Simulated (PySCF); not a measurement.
Molfile (atoms numbered from 1):
```
C5H8S2Si
     RDKit          3D

 16 16  0  0  0  0  0  0  0  0999 V2000
   -2.8150    0.6351    0.1949 C   0  0  0  0  0  0  0  0  0  0  0  0
   -2.6287   -0.9446   -0.6946 S   0  0  0  0  0  0  0  0  0  0  0  0
   -1.0372   -1.8166    0.4362 Si  0  0  0  0  0  4  0  0  0  0  0  0
    0.4466   -0.6881    0.3828 C   0  0  0  0  0  0  0  0  0  0  0  0
    0.8563    0.1063   -0.6701 C   0  0  0  0  0  0  0  0  0  0  0  0
    2.0527    0.8236   -0.4048 C   0  0  0  0  0  0  0  0  0  0  0  0
    2.5447    0.5677    0.8509 C   0  0  0  0  0  0  0  0  0  0  0  0
    1.5498   -0.5354    1.7027 S   0  0  0  0  0  0  0  0  0  0  0  0
   -1.8664    1.1899    0.2169 H   0  0  0  0  0  0  0  0  0  0  0  0
   -3.1771    0.4748    1.2201 H   0  0  0  0  0  0  0  0  0  0  0  0
   -3.5610    1.2222   -0.3571 H   0  0  0  0  0  0  0  0  0  0  0  0
   -0.7858   -3.1332   -0.2183 H   0  0  0  0  0  0  0  0  0  0  0  0
   -1.4024   -2.0360    1.8697 H   0  0  0  0  0  0  0  0  0  0  0  0
    0.2949    0.1699   -1.6048 H   0  0  0  0  0  0  0  0  0  0  0  0
    2.5314    1.5040   -1.1106 H   0  0  0  0  0  0  0  0  0  0  0  0
    3.4390    0.9788    1.3184 H   0  0  0  0  0  0  0  0  0  0  0  0
  1  2  1  0
  2  3  1  0
  3  4  1  0
  4  5  2  0
  5  6  1  0
  6  7  2  0
  7  8  1  0
  8  4  1  0
  1  9  1  0
  1 10  1  0
  1 11  1  0
  3 12  1  0
  3 13  1  0
  5 14  1  0
  6 15  1  0
  7 16  1  0
M  END
```

Geometry: PBE0-D3(BJ)/def2-SVP; GIAO shifts from PySCF 2.14, gas phase, non-relativistic, averaged over equivalent atoms.

At CAM-B3LYP/pcSseg-1 (197 basis functions, 53 s wall time on 1 thread of an Arm Neoverse V1, shared host):
```tsv
atoms	δ (ppm)
C5	146.9
C7	146.5
C4	141.9
C6	136.1
C1	12.8
S8	266.5
S2	-201.2
Si3	-32.3
H14	7.68
H16	7.49
H15	7.24
H12/H13	5.11
H9/H10/H11	1.78
```

Shifts are taken against calculated references (same method and geometry level): ¹³C (σref 182.45) and ²⁹Si (σref 343.41) and ¹H (σref 31.33) against TMS; ³³S (σref 487.21) vs CS2.

Predict the values at PBE0/pcSseg-1 on the same geometry.

Answers


```
     atoms  δ at PBE0/pcSseg-1  change
        C5               143.4    -3.5
        C7               141.6    -4.9
        C4               135.4    -6.5
        C6               133.4    -2.7
        C1                13.8    +1.0
        S8               256.4   -10.1
        S2              -200.5    +0.7
       Si3               -32.0    +0.3
       H14                7.76   +0.08
       H16                7.53   +0.04
       H15                7.35   +0.11
   H12/H13                5.29   +0.18
H9/H10/H11                1.83   +0.05
```

Shifts are taken against calculated references (same method and geometry level): ¹³C (184.41 ppm), ²⁹Si (351.99 ppm), ¹H (31.27 ppm) against TMS; ³³S (495.66 ppm) against CS2.

The largest change is at S8 (aromatic ring sulfur). Cost: 197 basis functions, 40 s wall time on 1 thread of an Arm Neoverse V1, shared host. The order of the carbon signals is the same at both levels.
